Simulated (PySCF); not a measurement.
(E)-1-chloro-2-fluoroprop-1-ene (C₃H₄ClF), SMILES Cl/C=C(\C)F.

Coordinates come from a PBE-D3(BJ)/def2-SVP optimisation.

The numbers are results of PBE/def2-TZVP (PySCF), not measurements.

Symmetry labels are those of the subgroup Cs that the program uses (full group Cs).

Task: List the valence orbital energies around the gap with their symmetry. (An estimate is asked for; the answer gives what the named calculation found.)

Result: 
```
orbital  symmetry  energy (eV)
-------  --------  -----------
HOMO−7         A"       -11.64
HOMO−6         A'       -10.53
HOMO−5         A"        -9.98
HOMO−4         A'        -9.90
HOMO−3         A'        -9.10
HOMO−2         A"        -8.79
HOMO−1         A'        -7.58
HOMO           A"        -5.85
LUMO           A"        -1.02
LUMO+1         A'        -0.37
LUMO+2         A'         0.67
LUMO+3         A'         1.27
```
